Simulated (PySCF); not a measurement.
# Nonlinear optical response: `CC#[N+][Al@@H-]([CH3])[CH2][SiH3]`, C$_{4}$H$_{12}$AlNSi

Geometry:
| atom | x (Å) | y (Å) | z (Å) |
| --- | --- | --- | --- |
| C1 | 2.617 | -1.944 | -0.222 |
| C2 | 1.881 | -0.725 | -0.167 |
| N3 | 1.295 | 0.260 | -0.137 |
| Al4 | -0.116 | 1.401 | 0.721 |
| C5 | -0.342 | 2.907 | -0.565 |
| C6 | -1.538 | -0.013 | 0.973 |
| Si7 | -1.940 | -1.300 | -0.347 |
| H8 | 1.931 | -2.761 | -0.446 |
| H9 | 3.379 | -1.885 | -0.999 |
| H10 | 3.090 | -2.124 | 0.743 |
| H11 | 0.765 | 1.606 | 2.002 |
| H12 | 0.447 | 3.661 | -0.463 |
| H13 | -1.289 | 3.444 | -0.429 |
| H14 | -0.326 | 2.592 | -1.615 |
| H15 | -2.475 | 0.516 | 1.202 |
| H16 | -1.288 | -0.554 | 1.899 |
| H17 | -2.321 | -0.702 | -1.629 |
| H18 | -0.760 | -2.160 | -0.592 |
| H19 | -3.021 | -2.211 | 0.064 |

The calculation used quadratic response B3LYP/def2-SVPD first hyperpolarisability, Taylor convention, gas phase (PySCF). Geometry: GFN2-xTB.

(1) What is the first hyperpolarisability, and how does it disperse?

(2) Which lowest excitations, dipole and polarisabilities go with it?

Answers

(1) In au, Taylor convention; the vector part is βᵢ = ⅓ Σⱼ (βᵢⱼⱼ + βⱼᵢⱼ + βⱼⱼᵢ); β∥ is 3/5 of the vector part along the dipole, the dipole points from − to +:
| process | λ (nm) | β vector norm | β∥ | β HRS | depolarisation ratio |
| --- | --- | --- | --- | --- | --- |
| static β(0;0,0) | ∞ | 400.7 | -234.7 | 161.7 | 5.47 |
| second harmonic β(−2ω;ω,ω) | 1064 | 565.4 | -331.4 | 224.6 | 5.98 |
| Pockels β(−ω;ω,0) | 1064 | 446.4 | -261.5 | – | – |
| second harmonic β(−2ω;ω,ω) | 800 | 777.8 | -456.1 | 305.2 | 6.48 |
| Pockels β(−ω;ω,0) | 800 | 487.0 | -285.4 | – | – |

(2) S1 4.69 eV (f = 0.009); S2 4.77 eV (f = 0.010); S3 4.92 eV (f = 0.012); dipole 6.53 D; isotropic α 113.9 au static, 115.2 au at 1064 nm, 116.3 au at 800 nm, 119.6 au at 532 nm, 125.0 au at 400 nm.
